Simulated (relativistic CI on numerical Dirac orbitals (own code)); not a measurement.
**Sensitivity of the levels of Lu54+ to α and to the nuclear radius**

Computed by Dirac-Coulomb-Breit CI, orbitals from a KLI potential per configuration, derivatives by finite differences, unscaled Slater integrals, QED left out (own radial code, finite nucleus).

Configuration list (outside the closed core [Ne]): 3s2 3p5, 3s 3p6, 3s2 3p4 3d, 3s 3p5 3d, 3p6 3d, 3s 3p4 3d2, 3p5 3d2, 3p4 3d3. Double excitations out of closed p, d and f shells are left out; levels of such configurations are missing from the list, as are those of other unlisted configurations, and high levels can miss mixing partners.

With x = (α/α₀)² − 1 an excitation energy changes as ω = ω₀ + qx; K = 2q/ω₀ is the relative enhancement. Terms are leading LS components, so labels can repeat. The field-shift factor is F = δν/δ⟨r²⟩ for the transition from the lowest level.

Lowest level 3s2 3p5 2P°_3/2.

```
            Level  ω₀ (cm⁻¹)   q (cm⁻¹)      K  F (GHz/fm²)
3s2 3p4 3d 4D_3/2    1774611     107900  0.122         6.39
3s2 3p4 3d 4D_5/2    1820331     122800  0.135         7.73
3s2 3p4 3d 4P_1/2    1827828     123500  0.135        -14.1
3s2 3p4 3d 2F_7/2    1852777      99320  0.107          9.2
3s2 3p4 3d 2D_3/2    2010459     123900  0.123         6.87
  3s2 3p5 2P°_1/2    2301158  2.758e+06    2.4         -317
3s2 3p4 3d 2F_7/2    2311506     636800  0.551         18.8
3s2 3p4 3d 4F_9/2    2332739     628100  0.539         22.9
3s2 3p4 3d 2P_1/2    2377822     684400  0.576        -81.6
3s2 3p4 3d 2D_5/2    2557758     650100  0.508         16.4
3s2 3p4 3d 2P_3/2    2615300     667100   0.51         17.5
3s2 3p4 3d 2D_5/2    2651962     673600  0.508         9.63
    3s 3p6 2S_1/2    3741365  2.997e+06    1.6        -4240
```

At this charge energies of transitions that change n are usually good to better than 1 %, and those within a shell (Δn = 0) to a few per cent.
